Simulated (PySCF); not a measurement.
C2HF2O2 (SMILES O=C(O)[C](F)F), doublet, at a GFN2-xTB geometry. Base run: BLYP/pcseg-1 (PySCF).

Geometry (Å):
```xyz
7

O      1.0091     1.5016     0.0354
C      0.7116     0.3263     0.0406
O      1.6026    -0.6783     0.1216
C     -0.6348    -0.1614    -0.0390
F     -1.6810     0.6264    -0.1257
F     -0.9695    -1.4332    -0.0342
H      2.5003    -0.3145     0.1738
```
Charge 0, spin multiplicity 2.
Orbitals are unrestricted.
All else is at PySCF's defaults.

Each row names what was changed in the base input (with any setting that the change needs).

| change | E (Eh) | HOMO (eV) | dipole (D) | <S^2> | core-seconds (rough) |
|---|---|---|---|---|---|
| base | -426.77196 | -5.27 | 1.54 | 0.753 | 10 |
| functional = mn12l | -426.48643 | -5.97 | 1.70 | 0.758 | 20 |
| functional = revpbe | -426.68903 | -5.36 | 1.55 | 0.754 | 10 |
| functional = hse06 | -426.41543 | -6.67 | 1.63 | 0.758 | 50 |
| functional = m06l | -426.74399 | -5.77 | 1.59 | 0.756 | 20 |
| functional = b3lyp | -426.81343 | -6.75 | 1.61 | 0.757 | 20 |
| functional = mn15 | -426.44154 | -7.68 | 1.64 | 0.757 | 30 |
| functional = o3lyp | -426.67000 | -6.10 | 1.58 | 0.755 | 20 |
| functional = tpssh | -426.80366 | -6.24 | 1.60 | 0.757 | 30 |
| functional = pw6b95 | -427.28143 | -7.13 | 1.61 | 0.757 | 20 |
| functional = m06 | -426.62855 | -7.06 | 1.62 | 0.756 | 30 |
| functional = pbe; dispersion = d3bj | -426.40062 | -5.42 | 1.55 | 0.753 | 10 |
| functional = b97m_v | -426.66702 | -5.86 | 1.60 | 0.756 | 200 |

Total energies compare only within one method and basis.

Open shells are given as the SCF converged; they aren't shown to be the lowest states, and a large step between rows can be another state.
